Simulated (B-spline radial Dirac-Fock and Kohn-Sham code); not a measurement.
Ionisation energies of xenon ions, computed and tabulated

Calculated with a radial B-spline solver, using Dirac-Fock energy differences between relaxed states, corrected for Breit and QED terms. Each value is the difference of the configuration-average energies of two neighbouring ions in their tabulated ground configurations. Electron correlation is not included. NIST's values refer to the lowest levels; many for high charge states are themselves semi-empirical or theoretical. Where a p, d or f shell is open in either ion the computed value averages over both j values and all terms, while the table refers to the lowest levels; that difference holds spin-orbit splitting (largest in heavy or highly charged ions), term energies where several electrons share open shells, and correlation, and it can reach 10 % or more.

```
  ion      configuration  computed (eV)  NIST (eV)            kind  NIST − computed (eV)
Xe¹⁹⁺  [Ar] 3d10 4s2 4p5          587.9    582 ± 4     theoretical                 -5.89
Xe²⁰⁺  [Ar] 3d10 4s2 4p4          621.3    616 ± 4     theoretical                 -5.29
Xe²¹⁺  [Ar] 3d10 4s2 4p3          655.2    650 ± 4     theoretical                 -5.18
Xe²²⁺  [Ar] 3d10 4s2 4p2          689.6    700 ± 4     theoretical                +10.44
Xe²³⁺  [Ar] 3d10 4s2 4p1          724.4    736 ± 4     theoretical                +11.58
Xe²⁴⁺      [Ar] 3d10 4s2          817.8    818 ± 4     theoretical                 +0.22
Xe²⁵⁺      [Ar] 3d10 4s1          856.0  857 ± 0.4  semi-empirical                 +0.96
Xe²⁶⁺          [Ar] 3d10         1499.1   1493 ± 4     theoretical                 -6.05
Xe²⁷⁺           [Ar] 3d9         1580.6   1571 ± 4     theoretical                 -9.60
Xe²⁸⁺           [Ar] 3d8         1663.7   1653 ± 4     theoretical                -10.74
Xe²⁹⁺           [Ar] 3d7         1748.5   1742 ± 4     theoretical                 -6.46
Xe³⁰⁺           [Ar] 3d6         1834.8   1826 ± 4     theoretical                 -8.75
Xe³¹⁺           [Ar] 3d5         1922.6   1919 ± 4     theoretical                 -3.62
Xe³²⁺           [Ar] 3d4         2012.0   2023 ± 4     theoretical                +10.96
Xe³³⁺           [Ar] 3d3         2103.0   2113 ± 5     theoretical                 +9.97
```

Question: Where in this range is the largest relative jump, and why?

Answer: From Xe²⁵⁺ (856.0 eV) to Xe²⁶⁺ (1499.1 eV), a factor of 1.75. The configuration goes from [Ar] 3d10 4s1 to [Ar] 3d10, so the next electron comes out of a deeper subshell.
